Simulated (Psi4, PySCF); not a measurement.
Psi4 was given this input:
```
memory 2 GB

molecule {
1 2
O    -0.04383216    1.02148558    0.01469068
H    -0.96672120    1.40203158    0.00503415
Cl    0.07749285   -0.56317154   -0.00720939
}

set {
  basis 6-31g**
  reference uks
  scf_type pk
  puream true
  d_convergence 1e-8
  dft_radial_points 99
  dft_spherical_points 590
}

energy('bhhlyp')
print_variables()
```

**Question.** Write the same job for PySCF.

**Answer.** This is not unique; one that fits is 
```python
from pyscf import gto, scf, dft

mol = gto.M(
    atom='''
O    -0.043832    1.021486    0.014691
H    -0.966721    1.402032    0.005034
Cl    0.077493   -0.563172   -0.007209
''',
    basis='6-31g**',
    charge=1,
    spin=1,
    verbose=3,
)

mf = dft.UKS(mol)
mf.xc = 'bhandhlyp'
mf.grids.atom_grid = (99, 590)
mf.grids.prune = None
mf.kernel()
```

Both were run: Psi4 gave -535.484107 Eh and PySCF -535.484107 Eh, 0.000 mEh apart.
